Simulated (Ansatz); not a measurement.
`C[NH][Al]([OH])[SH]` → Al• + C• + 6 H• + N• + O• + S•  (atomization)

Calculated with Ansatz (gas phase, PBE0-D4/def2-TZVP geometries, no zero-point term in ΔE). CCSD(T)/CBS adds triple-zeta CCSD(T) − MP2 to the extrapolated MP2 energy (def2 sets, frozen cores). This one scheme is used for every species, atoms too. Open shells (•) are unrestricted, without spin–orbit coupling. Spin–orbit coupling would lower the free atoms: a little for Al, C, O, S. One conformer a species, not always the lowest.

`C[NH][Al]([OH])[SH]`:

```xyz
11

C    -0.738    1.707    0.461
N    -0.855    0.451   -0.247
Al    0.293   -0.879   -0.286
O    -0.098   -2.245   -1.204
S     2.148   -0.671    0.858
H    -1.536    1.846    1.200
H     0.209    1.747    1.005
H    -0.754    2.570   -0.215
H    -1.717    0.378   -0.765
H     0.444   -3.025   -1.297
H     2.602   -1.880    0.489
```

```json
{"species": "`C[NH][Al]([OH])[SH]`", "CCSD/CBS(def2) energy (Eh)": "-811.43378"}
{"species": "Al•", "CCSD/CBS(def2) energy (Eh)": "-241.93706"}
{"species": "C•", "CCSD/CBS(def2) energy (Eh)": "-37.78991"}
{"species": "H•", "CCSD/CBS(def2) energy (Eh)": "-0.50000"}
{"species": "N•", "CCSD/CBS(def2) energy (Eh)": "-54.53031"}
{"species": "O•", "CCSD/CBS(def2) energy (Eh)": "-75.00346"}
{"species": "S•", "CCSD/CBS(def2) energy (Eh)": "-397.67481"}
```

Question: Work out ΔE.

Answer: ΔE = 6 × (-0.50000) + (-241.93706) + (-37.78991) + (-54.53031) + (-75.00346) + (-397.67481) − (-811.43378) = 1.49823 Eh = +3933.6 kJ/mol. CCSD(T)/CBS gives +3994.2 kJ/mol.

Largest T1 diagnostic among the species: 0.018.

Leaving LDA and LC-ωPBE aside and taking each functional with its dispersion term where it has one, the values, not all of them listed here, spread over 185.8 kJ/mol, from BHLYP-D4 to PBE-D4. LDA lies +525.4 kJ/mol from PBE without D4, its usual overbinding. The D4 term adds +35.6 kJ/mol with B3LYP and +18.9 kJ/mol with PBE0; it sums over pairs of atoms, weighted by their polarisabilities, and B3LYP, whose exchange is more repulsive, gets the larger term.

B3LYP here is the variant with VWN-RPA as its local correlation; programs differ in this.

For atomizations the MP2-based limit and the directly extrapolated one differ by several kJ/mol either way, and by 10 to 25 for some Ge, Se and Sn compounds, so smaller differences from it don't rank the levels.
